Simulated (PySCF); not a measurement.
In(Br)2(Me) (CH₃Br₂In), SMILES [Br][In]([Br])[CH3]. Heavy atoms are numbered as in [In:1]([Br:2])([Br:3])[CH3:4]. Hydrogens are named by the atom that carries them.

Geometry: B3LYP-D3(BJ)/def2-SVP. The structure was generated by enumeration; whether it is a known compound was not checked. The def2 effective core potentials stand for the cores of In; spin–orbit coupling is left out.

All values below come from PySCF with CAM-B3LYP/def2-TZVP.

Atomic charges (e), one atom of each kind:

| atom | Löwdin | Mulliken |
|---|---|---|
| In1 | -0.05 | [?] |
| Br2 | 0.07 | [?] |
| C4 (CH3) | -0.50 | [?] |
| H on C4 | 0.14 | [?] |

Q: Some entries are withheld; supply them. (An estimate is asked for; the answer gives what the named calculation found.)

A: 
- In1, Mulliken: 0.79
- Br2, Mulliken: -0.35
- C4 (CH3), Mulliken: -0.57
- H on C4, Mulliken: 0.16
